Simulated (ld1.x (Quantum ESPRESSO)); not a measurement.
# An odd input for ld1.x (Quantum ESPRESSO) 7.5 (praseodymium)

Command:

```bash
ld1.x < Pr.in > Pr.out
```

Input:

```
&input
   title='Pr', zed=59., rel=1, dft='PBESOL', iswitch=3,
   config='[Xe] 4f2 5d1 6s2 6p0',
   nld=4, rlderiv=2.60, eminld=-5.0, emaxld=5.0, deld=0.02
 /
 &inputp
   pseudotype=2, tm=.true., lloc=1,
   nlcc=.false., new_core_ps=.true.,
   file_pseudopw='Pr.UPF', file_wfcaegen='ae.wfc', file_wfcncgen='nc.wfc', file_beta='beta', file_chi='chi'
 /
4
5S  1  0   2.00   0.00  2.05  2.05  0.0
5D  3  2   1.00   0.00  2.40  2.40  0.0
4F  4  3   2.00   0.00  1.60  1.60  0.0
5P  2  1   6.00   0.00  1.80  1.80  0.0
 &test
   configts(1)='4f2 5s2 5p6 5d1 6s2 6p0'
 /
```

This is an input that runs to its end, with one change: new_core_ps set without nlcc.

**Question.** How does the run end?

**Answer.** The program runs through. The occupied levels of the test differ from the all-electron ones by at most 0.01948 Ry (unchanged input: 0.01948 Ry).

```
       Warning: n=3, l=1 expected 1 nodes, found 0
       Setting wfc to zero for this iteration
       (This warning will only be printed once per wavefunction)

     Computing logarithmic derivative in   2.59538
     Computing the partial wave expansion
     R is outside the sphere for l=    0 j= 0.00
       no projector for channel:   1
     R is outside the sphere for l=    2 j= 0.00
     R is outside the sphere for l=    3 j= 0.00

     ---------------------- Testing the pseudopotential ----------------------

     Pr
     scalar relativistic calculation

     atomic number is 59.00   valence charge is 13.00
     dft =PBESOL   lsd =0 sic =0 latt =0  beta=0.20 tr2=1.0E-14
     mesh =1255 r(mesh) =  99.23220 xmin = -7.00 dx = 0.01250

     n l     nl             e AE (Ry)        e PS (Ry)    De AE-PS (Ry)
     4 3     4F   1( 2.00)       -0.45978       -0.45978       -0.00000
     1 0     5S   1( 2.00)       -3.10094       -3.10094        0.00000
     2 1     5P   1( 6.00)       -1.76204       -1.76205        0.00001
     3 2     5D   1( 1.00)       -0.22166       -0.22166       -0.00000
     2 0     6S   1( 2.00)       -0.28166       -0.30115        0.01948  !
     3 1     6P   1( 0.00)       -0.09776       -0.09776        0.00000

     eps = 8.2E-15  iter =118

     Etot =  -18467.706624 Ry,   -9233.853312 Ha, -251265.949013 eV
     Etotps =   -94.103291 Ry,     -47.051646 Ha,   -1280.340502 eV

     Ekin =      55.867157 Ry,      27.933578 Ha,     760.111387 eV
     Encl =    -183.695502 Ry,     -91.847751 Ha,   -2499.304625 eV
     Ehrt =      79.024541 Ry,      39.512270 Ha,    1075.183652 eV
     Ecxc =     -11.245783 Ry,      -5.622891 Ha,    -153.006670 eV
     Epseu=     -34.053704 Ry,     -17.026852 Ha,    -463.324246 eV

     ---------------------- End of pseudopotential test ----------------------
```
